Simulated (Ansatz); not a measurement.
Input for Ansatz (a first-principles code): R-wB97X-V/def2-TZVPPD on CH3GaO (a complex), monomers drawn apart or pushed together. Files ending in .json are basis or fitting sets from the Basis Set Exchange.

Ansatz 0.2 input:
```yaml
crystal:
  periodic: [false, false, false]
  atoms:
    - {symbol: Ga, position_ang: [-0.00309405, 0.02588828, 0.25572175]}
    - {symbol: H, position_ang: [-0.00894275, 1.57422169, 0.25287382]}
    - {symbol: H, position_ang: [1.33759315, -0.73686005, 0.11897546]}
    - {symbol: H, position_ang: [-1.34142950, -0.74884788, 0.17076386]}
    - {symbol: C, position_ang: [0.08698056, -0.16073167, 4.22948133]}
    - {symbol: O, position_ang: [0.05759131, -0.10784159, 3.10875229]}
basis:
  gaussian:
    orbitals: def2-TZVPPD.json
hamiltonian:
  xc: {name: wB97X-V}
scf: {lower_state_search: off}
```

Output:

```
WARN ansatz: RAYON_NUM_THREADS=2 ignored (pool sized by the plan → 2); use --threads N
Functional definition: wB97X-V
these checks for a lower state are left out or cut short: stability, starts, cluster_reference, orbital_swaps, neighbouring_geometries, increment
integrals: 0.12 GiB planned
945 factors; their error is unknown
integrals: 0.15 GiB planned
273 factors; integrals over basis functions are off by at most 5.2e-5 eV
mean field: 1.02 GiB planned
mean field evaluation 1: about -55503.1104 eV, gradient 3.6e1 eV
mean field evaluation 2: about -55502.0865 eV, gradient 4.7e1 eV
mean field evaluation 4: about -55504.9253 eV, gradient 2.6e0 eV
mean field evaluation 8: about -55504.9363 eV, gradient 5.9e-2 eV
mean field evaluation 16: about -55505.0486 eV, gradient 2.4e-6 eV
mean field -55505.04857964 eV, -2039.7729126285 hartree, gradient 2.5e-6 eV, S^2 0.000000; 0 other end points of the search recorded, 0 dependent functions left out
reference -55505.04857727 eV, -2039.7729125413 hartree; 24, 24 occupied and 158, 158 virtual orbitals, 945 factors
Total energy: -55505.04857727 eV, -2039.7729125413 hartree
Checks for a lower state left out: stability, starts, cluster_reference, orbital_swaps, neighbouring_geometries, increment
```

The run converged.

Cost: very roughly 7 core-seconds.
